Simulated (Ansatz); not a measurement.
Compare A (`F/C(=C/C(F)F)C(F)F`) with its isomer B (`C/C(F)=C(\F)C(F)(F)F`).

Isolated molecules relaxed with PBE0-D4/def2-TZVP in Ansatz; ΔE leaves out vibrations. CBS: MP2 limit from def2 TZ/QZ plus the TZ coupled-cluster correction, frozen cores. Double bonds are as drawn, so ΔE can hold a change between cis and trans. Functionals use def2-TZVPP. B3LYP here is the variant with VWN-RPA as its local correlation; programs differ in this. Each species was taken in one conformer, which may not be the lowest.

(1) Which is lower in electronic energy at CCSD(T)/CBS, and by how much? (Best estimate.)

(2) Give E(B) − E(A) in kJ/mol with B3LYP-D4, LDA (SPW92), B3LYP, MP2/def2-TZVPP, HF/def2-TZVPP, CCSD(T)/def2-SVP, PBE0-D4. (An estimate is asked.)

(3) Does the order hold for the free energy at 298.15 K (harmonic terms from PBE0-D4)? (Estimate.)

Largest T1 diagnostic: 0.012.

Results:

(1) The calculation gave: B, by 20.2 kJ/mol.

(2) Ansatz gave: B3LYP-D4 -21.3, LDA (SPW92) -38.6, B3LYP -20.5, MP2/def2-TZVPP -22.5, HF/def2-TZVPP -18.1, CCSD(T)/def2-SVP -36.5, PBE0-D4 -28.4. None reverses the order clearly.

(3) Ansatz gave: Yes: G(B) − G(A) = -21.6 kJ/mol, for one conformer each. Modes under 60 cm⁻¹, often nearly free rotors, make the harmonic entropy too high.

At CCSD(T), def2-SVP lies −16.3 kJ/mol from the extrapolated value and def2-TZVPP −1.6 kJ/mol. In def2-TZVPP, CCSD(T) changes the Hartree–Fock value by −3.8 kJ/mol (the triples alone add −0.9 kJ/mol) and MP2 by −4.4 kJ/mol.
